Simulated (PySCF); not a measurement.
Compound: C₆H₁₄Si.
SMILES: `C1[C@H](C[Si@@H](C)C1)C`

The closed-shell SCF was solved with PySCF and density fitting under several settings on one GFN2-xTB geometry (grid level 2 and gas phase unless stated).

```json
{"settings": "PBE0/pcSseg-1", "basis functions": "196", "SCF cycles": "12", "E (Eh)": "-526.1272", "HOMO (eV)": "-7.86", "LUMO (eV)": "1.29", "dipole (D)": "0.32"}
{"settings": "PBE0/def2-SVPD", "basis functions": "256", "SCF cycles": "12", "E (Eh)": "-525.9246", "HOMO (eV)": "-7.82", "LUMO (eV)": "0.69", "dipole (D)": "0.33"}
{"settings": "PW91/STO-3G, start guess huckel", "basis functions": "53", "SCF cycles": "15", "E (Eh)": "-520.2904", "HOMO (eV)": "-4.92", "LUMO (eV)": "6.41", "dipole (D)": "0.38"}
{"settings": "PBE0/pcSseg-1, level shift 0.2 Eh", "basis functions": "196", "SCF cycles": "10", "E (Eh)": "-526.1272", "HOMO (eV)": "-7.86", "LUMO (eV)": "1.29", "dipole (D)": "0.32"}
```

**Question.** Estimate the rows for these settings: (1) CAM-B3LYP/pcSseg-0; (2) LC-wPBE/ANO-RCC-VDZP; (3) OPBE/6-31G, start guess vsap.

**Answer.** 
```csv
settings,basis functions,SCF cycles,E (Eh),HOMO (eV),LUMO (eV),dipole (D)
CAM-B3LYP/pcSseg-0,95,11,-525.5867,-9.38,2.80,0.24
LC-wPBE/ANO-RCC-VDZP,172,12,-526.3058,-10.44,2.06,0.35
"OPBE/6-31G, start guess vsap",95,15,-526.3567,-6.46,1.45,0.46
```

**Question.** Over all rows, what range does the HOMO–LUMO gap span?

**Answer.** From 7.91 eV (OPBE/6-31G, start guess vsap) to 12.50 eV (LC-wPBE/ANO-RCC-VDZP). The functional of the narrowest has no exact exchange, that of the widest range-separated exact exchange.

**Question.** And the dipole moment?

**Answer.** From 0.24 D (CAM-B3LYP/pcSseg-0) to 0.46 D (OPBE/6-31G, start guess vsap); the largest is 1.92 times the smallest, and the median is 0.33 D.

**Question.** Compare two rows with the functional PBE0: PBE0/pcSseg-1, level shift 0.2 Eh and PBE0/def2-SVPD. Which energy is lower, and by how much?

**Answer.** PBE0/pcSseg-1, level shift 0.2 Eh (196 functions) lies 0.2026 Eh or 127 kcal/mol below PBE0/def2-SVPD (256 functions). The smaller set gives the lower energy; the two sets aren't nested, so the variational bound doesn't order them by size.

Cycle counts include a coarse-grid stage where the run had one. ANO-RCC sets were contracted for a scalar-relativistic Hamiltonian, but ran non-relativistically here.

One conformer stands for the species.
